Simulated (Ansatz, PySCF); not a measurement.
Os(O)3(OH)2 (H₂O₅Os), SMILES [O]=[Os](=[O])(=[O])([OH])[OH], multiplicity 1. Atoms are numbered in the order given.

```xyz
8

Os     0.0000     0.0000    -0.0358
O     -1.6026     0.1891     0.5718
O      1.6026    -0.1891     0.5718
O      0.0000     0.0000    -1.7366
O      0.2612     1.8742     0.3546
H     -0.5832     2.3442     0.4581
O     -0.2612    -1.8742     0.3546
H      0.5832    -2.3442     0.4581
```
Charge 0, spin multiplicity 1.

The structure is a stationary point at B3LYP-D3(BJ)/def2-SVP. The multiplicity is an assumed one; other spin states were not compared. The def2 effective core potentials stand for the cores of Os; spin–orbit coupling is left out. Other conformers were not sampled.

Two levels are set side by side: PBE-D3(BJ)/def2-SVP (Ansatz, a quantum-chemistry and plane-wave program) and B3LYP-D3(BJ)/def2-SVP (Ansatz). Each level has its own optimised geometry; the coordinates shown are those of the second. Frequencies come from the Hessian of PySCF at each geometry. Differences are taken from unrounded values.

```
quantity                            B3LYP-D3(BJ)
----------------------------------  ------------
mean bond length (Å)                       1.565
bond Os1–O2 (Å)                            1.724
bond Os1–O3 (Å)                            1.724
bond Os1–O4 (Å)                            1.701
bond Os1–O5 (Å)                            1.932
bond Os1–O7 (Å)                            1.932
bond O5–H6 (Å)                             0.972
bond O7–H8 (Å)                             0.972
highest harmonic wavenumber (cm⁻¹)          3770
mean harmonic wavenumber (cm⁻¹)              928
zero-point energy (kcal/mol)               23.89
```

Question: What does PBE-D3(BJ) give, and how far is it from B3LYP-D3(BJ)? (Estimate from the structure and the level; the computed values follow.)

Answer: 
```
quantity                            PBE-D3(BJ)  PBE-D3(BJ) minus B3LYP-D3(BJ)
----------------------------------  ----------  -----------------------------
mean bond length (Å)                     1.578                          0.013
bond Os1–O2 (Å)                          1.741                          0.017
bond Os1–O3 (Å)                          1.741                          0.017
bond Os1–O4 (Å)                          1.718                          0.017
bond Os1–O5 (Å)                          1.943                          0.010
bond Os1–O7 (Å)                          1.943                          0.010
bond O5–H6 (Å)                           0.981                          0.009
bond O7–H8 (Å)                           0.981                          0.009
highest harmonic wavenumber (cm⁻¹)        3650                           -120
mean harmonic wavenumber (cm⁻¹)            895                            -33
zero-point energy (kcal/mol)             23.04                          -0.85
```

Exact exchange shortens and stiffens bonds; PBE has none. Differences between two approximate levels are no errors against the true value.
